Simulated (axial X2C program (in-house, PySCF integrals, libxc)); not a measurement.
**Spin–orbit effects down a group: molecules with Rb (ions), PBE0**

All values come from calculations with an axial X2C code built on PySCF integrals, spin-free (one-electron X2C) or two-component (2c: spin–orbit coupling with atomic mean-field Coulomb and Gaunt terms, which also bring small scalar terms), in Dyall basis sets with cores contracted in-house; open shells are unrestricted.

Basis sets: Br dyall-cv3z, Cl dyall-av3z, I dyall-cv3z, Rb dyall-cv3z.

```tsv
molecule	spin-free state	Re (Å)	ωe (cm⁻¹)	De (eV)	2c state	Re 2c (Å)	ωe 2c (cm⁻¹)	De 2c (eV)
RbCl⁺	M_S = 1/2, Λ = 1	3.437	76.6	0.08	Ω = 3/2	3.437	76.7	0.12
RbBr⁺	M_S = 1/2, Λ = 1	3.546	62.9	0.15	Ω = 3/2	3.546	63.0	0.20
RbI⁺	M_S = 1/2, Λ = 1	3.728	59.4	0.21	Ω = 3/2	3.729	59.5	0.25
```

Fragments in 2c: Rb+ + Cl, Rb+ + Br, I + Rb+. Each entry is the lowest single determinant of a limited PBE0 search at one distance. De goes to single-determinant-based atoms at the same level (for ions the charge split of lowest energy) and is withheld (n/a) where an atom does not fit its ground term or J level. Main or longest-lived isotopes. One determinant is a doubtful description, or other states lie close, for RbCl⁺, RbBr⁺, RbI⁺; these need not be ground states, and all values refer to the states named. Some light 2c atoms are not at their ground J level, so De misses part of their lowering (0.04 eV or less). The functionals have no current term, which raises determinants with orbital currents. Where the atoms have a lower orbital projection than the molecule, De at mean-field level may be about a tenth of an eV too small.
